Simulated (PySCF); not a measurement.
H₇P₃Si, SMILES P[SiH](P)P.

Coordinates come from a B3LYP-D3(BJ)/def2-SVP optimisation. This is a generated structure with no PubChem entry under its InChIKey; it may be hypothetical. One conformer was computed; it need not be the lowest.

Calculation: CAM-B3LYP/def2-TZVP run with PySCF.

Isolated molecule, no solvent.

### Question
Estimate the frontier levels, gap, dipole moment and polarisability. (Estimate from the structure and the level; the computed values follow.)

### Answer

The highest occupied level is -8.56 eV and the lowest empty level is 0.55 eV. The orbital gap comes out as 9.11 eV. The dipole moment is 0.67 D and the quadrupole, principal values (traceless, Buckingham form, about the centre of nuclear charge) comes out as -4.84, -0.32, 5.16 D·Å. The mean static polarisability is 109.1 bohr³ (16.16 Å³) and the polarisability, principal values is 88.2, 118.6, 120.4 bohr³.
